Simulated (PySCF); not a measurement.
**Polarisability and C₆ of Cu⁺ (copper, charge +1)**

[Ar] 3d9 4s1, high-spin 3D determinant (an excited configuration). Computed with PySCF 2.14 in aug-cc-pVQZ-PP with ECP10MDF (7s7p6d4f3g2h, 135 functions), with a scalar-relativistic core potential. Coupled (time-dependent) response in atomic units; α is the mean over directions.

| method | mean α (bohr³) | α xx, yy, zz | C₆ (like pair) | S(−4) |
| --- | --- | --- | --- | --- |
| UHF | 25.93 | 26.66, 26.66, 24.47 | 116.7 | 640.3 |
| PBE | 18.46 | 18.73, 18.73, 17.91 | 80.63 | 269.2 |

S(−4) is the Cauchy moment in α(ω) = α(0) + S(−4) ω² + …

α(iu) at UHF:

| u (hartree) | α(iu) (bohr³) |
| --- | --- |
| 0 | 25.93 |
| 0.0500 | 24.43 |
| 0.100 | 20.92 |
| 0.200 | 13.76 |
| 0.300 | 9.312 |
| 0.500 | 5.283 |
| 0.750 | 3.361 |
| 1.00 | 2.460 |
| 1.50 | 1.593 |
| 2.00 | 1.162 |
| 3.00 | 0.7246 |
| 5.00 | 0.3714 |

A single London oscillator, α(iu) = α/(1 + u²/ω²), gives C₆ = (3/4) ω α². Matching the computed C₆ needs ω = 4 × 116.7 / (3 × 25.93²) = 0.231 hartree.

For an ion, C₆ is the dispersion term alone; charge-induced terms of lower order in 1/R come first.

The components differ because the open shell of this determinant is not spherical; for a pure term their mean is the scalar polarisability.

Energies and moments cover only the electrons outside the core potential.
